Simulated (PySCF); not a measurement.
Compound: C₅H₇OP₂ (charge -1).
SMILES with atom numbers: `[CH3:1][O:2][c:3]1[cH:4][p:5][c:6]([CH3:7])[p-:8]1`

Probes without a nucleus sit at each ring's centroid and 1 Å off its mean plane on both sides; NICS is minus the shielding there, NICSzz its component along the normal. Level: GIAO PBE0/pcSseg-1 (PySCF, non-relativistic, gas phase) on the GFN2-xTB geometry, one conformer.

Ring bond lengths (Å), with Mayer bond orders in brackets: C3–C4 1.369 (1.53), C4–P5 1.745 (1.21), P5–C6 1.736 (1.34), C6–P8 1.742 (1.27), P8–C3 1.760 (1.18).

Task: Give the NICS values of each ring in ppm.

Result: 
| ring | type | NICS(0) | NICS(1), two faces | NICS(1)zz, two faces | rms pucker (Å) | centre to ring atoms, mean (Å) |
| --- | --- | --- | --- | --- | --- | --- |
| C3–C4–P5–C6–P8 | 5-membered ring with 2 P; formal bonds all aromatic | -11.2 | -10.0 / -10.3 | -24.5 / -25.6 | 0.00 | 1.41 |

Task: What do they say, and how far can they be read as aromaticity?

Result: 
- C3–C4–P5–C6–P8: mean NICS(1)zz -25.1 ppm, shielded.

Task: How equal are the bonds by HOMA? HOMA = 1 − mean of α(R − Ropt)² over the ring bonds, with Krygowski's 1993 parameters (CC: Ropt 1.388 Å, α 257.7 Å⁻²; CP: Ropt 1.698 Å, α 118.91 Å⁻²).

Result: 
- C3–C4–P5–C6–P8: HOMA 0.76; the largest term is that of P8–C3, α(R − Ropt)² = 0.46.

Shape of the structure used: `[CH3:1][O:2][c:3]1[cH:4][p:5][c:6]([CH3:7])[p-:8]1`: C1–O2–C3–C4 -178°.
